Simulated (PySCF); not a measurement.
Isomers of C2H14N2Si4. Level of theory: PBE0-D3(BJ)/def2-SVP geometry optimisation, gas phase (PySCF). Energies are electronic, without zero-point or thermal terms, for one conformer each. No frequencies were run at this level. Point groups hold within 0.08 Å.

Task: Rank from lowest to highest electronic energy at this level (kcal/mol).
A. `[SiH3:1][N:2]([SiH3:3])[Si@@H:4]1[CH2:5][CH2:6][SiH2:7][NH:8]1` with Si1–N2–Si4–C5 -100°, N2–Si4–C5–C6 -141°, Si4–C5–C6–Si7 35°, C5–C6–Si7–N8 -29°, C6–Si7–N8–Si4 11°
B. `[SiH3:1][N:2]([SiH3:3])[C@@H:4]1[CH2:5][SiH2:6][NH:7][SiH2:8]1` with Si1–N2–C4–C5 -97°, N2–C4–C5–Si6 -171°, C4–C5–Si6–N7 30°, C5–Si6–N7–Si8 -9°, Si6–N7–Si8–C4 -11°

Result: A (0.0), B (35.9).

| SMILES | E (Eh) | E rel (kcal/mol) | dipole (D) | point group | A, B, C (MHz) |
| --- | --- | --- | --- | --- | --- |
| [SiH3]N([SiH3])[Si@@H]1CC[SiH2]N1 | -1351.03628 | 0.0 | 0.74 | C1 | 1874, 621.0, 538.3 |
| [SiH3]N([SiH3])[C@@H]1C[SiH2]N[SiH2]1 | -1350.97913 | 35.9 | 1.17 | C1 | 1600, 620.2, 545.6 |

Task: How do the relative energies change in single points at PBE0/pcSseg-1 (no added dispersion term) on the same geometries?

Result: 
```csv
SMILES,PBE0-D3(BJ)/def2-SVP (kcal/mol),PBE0/pcSseg-1 (kcal/mol),shift
[SiH3]N([SiH3])[Si@@H]1CC[SiH2]N1,0.0,0.0,0.0
[SiH3]N([SiH3])[C@@H]1C[SiH2]N[SiH2]1,35.9,36.9,+1.0
```

Each column counts from its own lowest isomer. The order is unchanged; the largest shift is 1.0 kcal/mol.
